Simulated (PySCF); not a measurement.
## Spin-orbit coupling and the third ionisation energy along the 3d series

Two-component X2C-1e calculated with PySCF 2.14: MP2 on generalised Hartree-Fock spinors (GMP2), with spin-orbit coupling off and on (screened by Boettger's factors); no Breit or QED terms. Values in eV; the references (NIST) lie between the lowest levels. Elements whose determinants are no pure J levels are left out.

```csv
element,configurations,spin-free,with spin-orbit,shift,reference
"Sc (x2c-TZVPPall-2c, [Ne] frozen)",[Ar] 3d1 → [Ar],23.956,23.972,0.017,24.757
"Fe (x2c-TZVPPall-2c, [Ne] frozen)",[Ar] 3d6 → [Ar] 3d5,30.407,30.458,0.051,30.651 ± 0.012
"Co (x2c-TZVPPall-2c, [Ne] frozen)",[Ar] 3d7 → [Ar] 3d6,33.468,33.494,0.026,33.5 ± 0.06 (s)
"Ni (x2c-TZVPPall-2c, [Ne] frozen)",[Ar] 3d8 → [Ar] 3d7,35.365,35.346,-0.018,35.187 ± 0.019
"Cu (x2c-TZVPPall-2c, [Ne] frozen)",[Ar] 3d9 → [Ar] 3d8,37.209,37.138,-0.071,36.841 ± 0.012
"Zn (x2c-TZVPPall-2c, [Ne] frozen)",[Ar] 3d10 → [Ar] 3d9,40.409,40.264,-0.145,39.723
```

The largest shift is at Zn, -0.145 eV, where spin-orbit coupling lowers the species with fewer electrons by more than the one with more (starting occupations closed and 3d3/2^4 3d5/2^5).

What remains against the references is mostly the basis and correlation beyond MP2. References marked (s) are semi-empirical, (t) theoretical.
